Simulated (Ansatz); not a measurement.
[(OH)3Si]2NH (Si₂NO₆H₇). Total charge 0; triplet. Geometry r2SCAN-D4/def2-SVP, that of the neutral singlet; atoms count from 1.

Cartesian coordinates in Å:
```
Si -1.505 -0.572 -0.276
O -2.573 0.328 -1.163
O -1.592 -0.429 1.360
O -1.872 -2.143 -0.660
N 0.063 -0.018 -0.777
Si 1.400 0.530 0.142
O 2.221 1.702 -0.693
O 0.735 1.028 1.591
O 2.561 -0.564 0.576
H -3.445 -0.073 -1.253
H -0.945 0.205 1.721
H -1.572 -2.791 -0.012
H 0.178 0.043 -1.788
H 1.678 2.397 -1.085
H 1.351 0.994 2.335
H 3.317 -0.639 -0.017
```

At PBE0-D4/def2-TZVP a singlet of charge 0 lies 6.72 eV below the triplet at the same geometry.

(1) Estimate the Mulliken populations from the PBE0/def2-TZVP orbitals of Ansatz.

(2) Where does the spin sit?

(3) And the Mayer bond orders between heavy atoms (over 0.3)?

Results:

(1) 
```csv
atom,charge (e),spin (α − β)
Si1,0.54,0.17
O2,-0.47,-0.02
O3,-0.46,0.01
O4,-0.45,0.04
N5,0.26,0.56
Si6,0.47,0.26
O7,-0.40,-0.03
O8,-0.52,-0.03
O9,-0.42,0.02
H10,0.31,0.04
H11,0.32,0.03
H12,0.30,0.05
H13,-0.22,0.55
H14,0.20,0.15
H15,0.27,0.10
H16,0.27,0.09
```
Mulliken values depend strongly on the basis.

(2) Summed by element: Si 0.43, O 0.00, N 0.56, H 1.01, of 2 unpaired in all. Largest on single atoms: N5 0.56, H13 0.55, Si6 0.26.

(3) Si1–O2 1.25 (1.65 Å); Si1–O3 1.26 (1.64 Å); Si1–O4 1.23 (1.66 Å); Si1–N5 0.69 (1.74 Å); N5–Si6 0.64 (1.71 Å); Si6–O7 1.22 (1.66 Å); Si6–O8 1.12 (1.67 Å); Si6–O9 1.20 (1.65 Å).
